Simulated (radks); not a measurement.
Lu37+, 34 electrons, occupied as [Ar] 3d10 4s2 4p4.

Calculated with a radial shooting solver on a logarithmic mesh with Libxc functionals: Dirac Kohn-Sham, LB94 model potential, spin-unpolarised, spherical densities, finite nucleus; open shells fill j = l - 1/2 first; Fermi nuclear charge, rms radius 5.37 fm.

Energy parts (eV):
part                  energy
kinetic            420847.09
electron-nucleus  -873029.34
Hartree             84179.51
(The LB94 potential has no energy functional, so no total or exchange-correlation energy is given.)

Orbitals (lengths in bohr, moments of r in powers of bohr; <r^-3> diverges for s and p1/2):
orbital  occ.  eigenvalue (eV)  <r^-3>
1s1/2       2        -64998.17       -
2s1/2       2        -12421.23       -
2p1/2       2        -11944.25       -
2p3/2       4        -10815.54   14260
3s1/2       2        -4017.812       -
3p1/2       2        -3807.081       -
3p3/2       4        -3560.164    3259
3d3/2       4        -3205.834   563.9
3d5/2       6        -3151.111   486.5
4s1/2       2        -1865.417       -
4p1/2       2        -1776.845       -
4p3/2       2        -1698.678    1052
4d3/2       0        -1555.488   178.3
4d5/2       0        -1538.385   152.9
5s1/2       0        -1085.738       -

The highest occupied level is 4p3/2 at -1698.7 eV. Summed over all electrons, <r^2> = 2.125 bohr^2, which gives a Langevin (diamagnetic) susceptibility term of -1.68 x 10^-6 cm^3/mol. The electron density at the nucleus is 1.114e+06 e/bohr^3. The density falls to 0.001 e/bohr^3 at r = 1.07 bohr.
